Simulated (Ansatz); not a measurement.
Ansatz (an electronic-structure program) input:

Ansatz 0.2 input:
```yaml
crystal:
  periodic: [false, false, false]
  atoms:
    - {symbol: Nb, position_ang: [0.17153668, -0.14984206, 0.18304385]}
    - {symbol: O, position_ang: [0.61028280, 0.54759419, -1.31895152]}
    - {symbol: O, position_ang: [-1.48940826, 0.22034638, 0.38085181]}
basis:
  gaussian:
    orbitals: def2-TZVP
hamiltonian:
  xc: {name: HF}
magnetization: {spin_polarized: true, initial_magnetization: 1}
relax: {f_tol: 0.003, max_steps: 100}
```

Problem. Which total energy does the run end on?

Solution. -206.16661 Eh (HF/def2-TZVP). The basis has 102 functions.

The spin state was set by rule; other spins were not relaxed.
